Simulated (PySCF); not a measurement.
## Stationary points of AsO₂

Level of theory: PBE0 in PySCF with As def2-TZVP, O def2-TZVP; no relativity; density-fitted integrals.

Relaxations began from a few typed shapes; open shells are unrestricted. The search is not exhaustive: other isomers or separated fragments can lie lower, and high-lying points may rest on an excited occupation.

(1) Which is the lowest minimum found?
A. doublet C2v: As–O 1.626 Å (×2); O–As–O 126.4°
B. doublet D∞h: As–O 1.641 Å (×2); O–As–O 180.0°

## Answers

(1) A. The others lie at 106.8 (doublet D∞h, a saddle point) kJ/mol above it.
